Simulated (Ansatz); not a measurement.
Cartesian coordinates in Å:
```
Si 0.134 -1.326 -0.771
C 0.643 0.285 0.009
Si -0.543 1.289 0.999
S 0.041 1.792 -0.938
H 0.756 -1.490 -2.112
H 0.558 -2.461 0.095
H -1.344 -1.340 -0.914
H 1.692 0.377 0.288
H -0.026 2.101 2.121
H -1.910 0.773 1.222
```

Total charge 0; spin multiplicity 1.

(1) List the r2SCAN/def2-TZVPP orbital energies in eV (the Gaussian-basis code of Ansatz). (Best estimate.)

Results:

(1) The calculation gave: Occupied: -2409.14, -1791.79, -1790.97, -273.97, -213.54, -157.63, -157.54, -157.40, -142.22, -141.44, -97.12, -97.07, -97.04, -96.30, -96.29, -96.28, -20.79, -16.02, -13.64, -13.24, -11.04, -9.91, -9.24, -8.89, -8.69, -8.10, -7.12, -6.08. Lowest empty: -1.12, -0.81, 0.28, 0.45, 0.90, 1.02, 1.28, 1.65.
